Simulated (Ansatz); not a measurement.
H2AlO2, SMILES `[OH][Al-][OH]` (lower singlet; H–O–Al–O torsion 0°, O–Al–O–H torsion 0°) (charge -1, multiplicity 1). This singlet lies 1.74 eV below the relaxed triplet at the level frozen-core CCSD(T)/aug-cc-pVDZ // PBE0-D3(BJ)/def2-TZVPD (Ansatz, a first-principles code).

Method: Ansatz with LC-ωPBE/aug-cc-pVTZ // PBE0-D3(BJ)/def2-TZVPD.

Ansatz 0.2 input:
```yaml
crystal:
  periodic: [false, false, false]
  atoms:
    - { symbol: O, position_ang: [-1.387268, -0.201201, 0.660509] }
    - { symbol: Al, position_ang: [0.096737, -1.183008, 0.836085] }
    - { symbol: O, position_ang: [1.411469, -0.096677, 0.299153] }
    - { symbol: H, position_ang: [-1.270693, 0.695338, 0.329855] }
    - { symbol: H, position_ang: [1.149762, 0.785551, 0.016603] }
basis:
  gaussian: { orbitals: aug-cc-pVTZ }
hamiltonian:
  xc: lc_wpbe
total_charge: -1
```

Output:

```
Functional definition: LC-wPBE
918 factors; their error is unknown
391 factors; integrals over basis functions are off by at most 3.2e-5 eV
mean field evaluation 1: about -10721.6553 eV, gradient 3.3e1 eV
mean field evaluation 2: about -10721.5096 eV, gradient 4.0e1 eV
mean field evaluation 4: about -10723.8959 eV, gradient 7.6e-1 eV
mean field evaluation 8: about -10723.8859 eV, gradient 1.8e-1 eV
mean field evaluation 16: about -10723.8860 eV, gradient 9.1e-5 eV
mean field -10723.88602028 eV, -394.0955423341 hartree, gradient 1.8e-5 eV, S^2 0.000000; 0 other end points of the search recorded, 0 dependent functions left out
reference -10723.88602028 eV, -394.0955423343 hartree; 16, 16 occupied and 172, 172 virtual orbitals, 918 factors
Total energy: -10723.88602028 eV, -394.0955423343 hartree
```
